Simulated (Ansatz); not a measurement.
Consider the cleavage of the B–In bond: `C[BH][InH2]` + H₂Te → `CB[TeH]` + `[InH3]`.

Gas-phase electronic energies from Ansatz, PBE0-D4/def2-TZVP geometries. CCSD(T)/CBS is the MP2 limit (def2-TZVPP, def2-QZVPP) plus CCSD(T) − MP2 in def2-TZVPP, frozen cores. Elements past krypton have def2 core potentials. For In, Te outer-core shells are correlated without core-valence functions, which leaves a few kJ/mol of doubt a bond.

`C[BH][InH2]`:

Cartesian coordinates in Å:
```
C 0.311 -0.231 -1.454
B -0.031 -0.676 -0.005
In -0.267 0.680 1.772
H 0.907 -0.964 -2.006
H -0.672 -0.228 -1.958
H 0.735 0.765 -1.588
H -0.250 -1.848 0.163
H 1.019 1.025 2.887
H -1.753 1.476 2.189
```

H₂Te:

```xyz
3

Te   -0.183    0.743   -0.139
H     0.795   -0.033    0.949
H    -0.612   -0.709   -0.809
```

`CB[TeH]`:

Cartesian coordinates in Å:
```
C -0.917 0.070 -0.267
B 0.387 -0.715 0.046
Te 2.219 0.144 0.679
H -1.225 -0.142 -1.299
H -1.731 -0.317 0.358
H -0.862 1.151 -0.138
H 0.444 -1.906 -0.055
H 1.684 1.715 0.675
```

`[InH3]`:

```xyz
4

In    0.000    0.000    0.000
H    -1.180   -1.060   -0.676
H     0.020    1.665   -0.447
H     1.160   -0.605    1.123
```

```
      species  HF/def2-SVP energy (Eh)
`C[BH][InH2]`               -255.14676
         H₂Te               -268.14024
    `CB[TeH]`               -332.41549
     `[InH3]`               -190.90517
```

Question: Work out ΔE.

Answer: ΔE = (-332.41549) + (-190.90517) − (-255.14676) − (-268.14024) = -0.03366 Eh = -88.4 kJ/mol. CCSD(T)/CBS gives -90.4 kJ/mol.

Largest T1 diagnostic among the species: 0.014.

Leaving LDA and LC-ωPBE aside and taking each functional with its dispersion term where it has one, the values, not all of them listed here, spread over 9.9 kJ/mol, from B97M-V to CAM-B3LYP-D4. LDA lies −3.6 kJ/mol from PBE without D4. From BLYP to BHLYP (50 % exact exchange), in def2-TZVPP and without D4, ΔE moves by −3.4 kJ/mol. At CCSD(T), def2-SVP lies −3.6 kJ/mol from the extrapolated value and def2-TZVPP +1.0 kJ/mol.
